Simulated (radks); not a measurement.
Q: Radial electron density D(r) = 4 pi r^2 rho(r) of an atom or ion with 50 electrons. All-electron calculation, Dirac Kohn-Sham, PBE, spin-unpolarised, spherical densities, finite nucleus; Fermi nuclear charge, rms radius of each element as measured or else 0.836 A^(1/3) + 0.57 fm. Program: a radial shooting solver on a logarithmic mesh with Libxc functionals.

```
   r/bohr * D(r) (the largest magnitude, 86.4, reaches the edge; | marks zero)
 0.002255 |    *
 0.003007 |      *
 0.003979 |          *
 0.005307 |               *
 0.007022 |                      *
 0.009365 |                              *
  0.01239 |                                     *
  0.01653 |                                          *
  0.02187 |                                          *
  0.02917 |                                       *
  0.03859 |                                     *
  0.05106 |                                         *
   0.0681 |                                                  *
  0.09011 |                                                      *
   0.1202 |                                              *
    0.159 |                                      *
   0.2121 |                                           *
   0.2806 |                                           *
   0.3743 |                          *
   0.4952 |              *
   0.6605 |               *
    0.874 |             *
    1.166 |      *
    1.542 |  *
    2.041 | *
    2.722 |*
    3.601 *
    4.803 *
    6.355 *
```

What is the nuclear charge?

A: Z = 52. The innermost maximum, from 1s, lies near gamma/Z bohr with gamma = sqrt(1 - (Z/c)^2) = 0.925, here 0.0178 bohr (found: 0.0196), and its height grows with Z. The density is that of the tellurium ion Te2+ in [Kr] 4d9 5s2 5p3; the configuration itself is not fixed sharply by these data, and Z only to a few units. D(r) has 4 maxima, at r = 0.0196, 0.0859, 0.249, 0.716 bohr, and minima at 0.0383, 0.164, 0.528 bohr, inside which lie 2.03, 11.22, 28.95 electrons.
